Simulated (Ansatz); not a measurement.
A structure relaxed at PBE-D4/def2-SVPD in Ansatz, charge -1, singlet:

```xyz
5

Ag    1.4957   -0.0236    0.0667
Cu   -0.4319   -0.4914   -1.4934
Cu   -0.5474    0.5066    1.4499
Cu   -0.3127   -1.7437    0.5789
Cu   -0.2037    1.7520   -0.6021
```

**Question.** Give its formula and point group.

**Answer.** the cluster Cu₄Ag⁻. Point group C2v (tolerance 0.1 Å).

**Question.** Summarise the bond lengths by kind (pairs closer than 1.2 times the sum of covalent radii, bridged metal pairs left out).

**Answer.** 5 × Cu–Cu 2.42 to 3.11 Å; 4 × Ag–Cu 2.52 to 2.55 Å.

In the def2 sets Ag takes a core potential; there is no spin–orbit coupling. The restricted singlet is unstable towards broken spin symmetry in Hartree–Fock (as tested in another run); at PBE-D4/def2-SVPD this wasn't settled. The highest occupied level of the charge -1 singlet lies above zero (up to 0.22 eV). The electron is either unbound and held by the finite basis, or the level is raised by self-interaction error. The relaxation made no stability test and no search for a lower SCF solution. No other spin state of charge -1 was run. Another isomer (singlet) lies 0.74 eV lower at PBE0-D4/def2-TZVPD; other spin states weren't run for this one.
